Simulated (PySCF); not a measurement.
SMILES F[SiH](F)N[SiH2]Cl (PBE0/def2-SVP optimised geometry):

```
10

Si    -1.405    -1.829    -1.522
F     -0.983    -3.247    -2.163
F     -2.481    -1.226    -2.560
N     -0.034    -0.812    -1.391
Si     0.545     0.049     0.000
Cl    -0.051     2.032     0.000
H     -2.030    -2.032    -0.205
H      0.461    -0.622    -2.261
H      2.030     0.049     0.000
H     -0.031    -0.602     1.204
```

Calculation: PBE0/def2-TZVP (PySCF).

### Question
What are the frontier orbital energies and the dipole moment?

### Answer
HOMO-2 -9.54 eV, HOMO-1 -9.15 eV, HOMO -8.83 eV, LUMO 0.07 eV, LUMO+1 0.39 eV; dipole moment 1.64 D.

Meta-Löwdin charges at PBE0/def2-TZVP: Si1 1.39, F2 -0.50, F3 -0.50, N4 -0.81, Si5 0.78, Cl6 -0.31, H7 -0.12, H8 0.26, H9 -0.09, H10 -0.09.
